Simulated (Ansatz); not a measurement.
C₃H₄F₄O (`OC(C(F)F)C(F)F`) at its PBE0-D4/def2-TZVP geometry, where that method's forces vanish. The species carries charge 0 and has multiplicity 1.

```
atom   x (Å)   y (Å)   z (Å)
  O1  -0.653  -1.477   0.495
  C2   0.251  -0.449   0.235
  C3   0.409  -0.241  -1.264
  F4   1.374   0.683  -1.502
  F5  -0.743   0.220  -1.808
  C6  -0.116   0.841   0.958
  F7   0.141   0.711   2.279
  F8  -1.448   1.070   0.828
  H9  -1.543  -1.138   0.350
 H10   1.227  -0.763   0.616
 H11   0.677  -1.173  -1.770
 H12   0.424   1.714   0.581
```

Task: For each bond, give half the difference of the two atoms' forces along it (eV/Å; positive pushes the atoms apart) under PBE-D4, r2SCAN-D4, B3LYP-D4, ωB97M-V in def2-TZVPP. (Estimate.)

Result: The calculation gave: 
| bond | length (Å) | PBE-D4 | r2SCAN-D4 | B3LYP-D4 | ωB97M-V |
| --- | --- | --- | --- | --- | --- |
| O1–C2 | 1.394 | 0.35 | 0.28 | 0.29 | 0.25 |
| O1–H9 | 0.964 | 0.39 | 0.00 | -0.05 | -0.10 |
| C2–C3 | 1.521 | -0.16 | -0.09 | -0.04 | -0.04 |
| C2–C6 | 1.524 | -0.14 | -0.09 | -0.01 | -0.05 |
| C2–H10 | 1.094 | 0.07 | -0.08 | -0.20 | -0.16 |
| C3–F4 | 1.357 | 0.55 | 0.30 | 0.34 | 0.22 |
| C3–F5 | 1.355 | 0.57 | 0.31 | 0.34 | 0.22 |
| C3–H11 | 1.094 | 0.00 | -0.14 | -0.25 | -0.22 |
| C6–F7 | 1.352 | 0.56 | 0.31 | 0.33 | 0.23 |
| C6–F8 | 1.359 | 0.59 | 0.32 | 0.34 | 0.22 |
| C6–H12 | 1.093 | -0.02 | -0.15 | -0.24 | -0.21 |

B3LYP here is the variant with VWN-RPA as its local correlation; programs differ in this.

Results of the Gaussian-basis code of Ansatz.
